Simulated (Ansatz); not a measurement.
Frontier orbitals of C$_{3}$H$_{6}$OSi (`C#COC[SiH3]`).

| atom | x (Å) | y (Å) | z (Å) |
| --- | --- | --- | --- |
| C1 | 2.051 | 1.093 | -1.183 |
| C2 | 1.592 | 0.129 | -0.635 |
| O3 | 1.127 | -0.918 | -0.041 |
| C4 | -0.312 | -1.065 | -0.089 |
| Si5 | -1.252 | 0.250 | 0.910 |
| H6 | 2.470 | 1.945 | -1.659 |
| H7 | -0.634 | -1.077 | -1.136 |
| H8 | -0.503 | -2.055 | 0.330 |
| H9 | -1.107 | 1.596 | 0.307 |
| H10 | -0.750 | 0.258 | 2.306 |
| H11 | -2.682 | -0.156 | 0.889 |

Charge 0, multiplicity 1. The structure was optimised at the PBE0-D4/def2-TZVP level. It is one conformer, not always the lowest. Basis def2-TZVPP, Ansatz 0.2.0.

| functional | HOMO (eV) | LUMO (eV) | gap (eV) |
| --- | --- | --- | --- |
| PBE | -5.73 | -0.49 | 5.24 |
| r2SCAN | -5.96 | -0.09 | 5.87 |
| B97M-V | -6.03 | -0.35 | 5.68 |
| PBE0 | -7.00 | 0.36 | 7.36 |
| ωB97X-V | -9.33 | 2.28 | 11.61 |
| ωB97M-V | -9.24 | 1.91 | 11.15 |
| HF | -9.92 | 3.09 | 13.01 |

From PBE to PBE0 the HOMO moves by −1.26 eV and the LUMO by +0.85 eV, and with ωB97M-V by −3.51 and +2.40 eV, so the gap grows from 5.24 to 11.15 eV with exact exchange. A positive LUMO is unbound and depends on the basis.
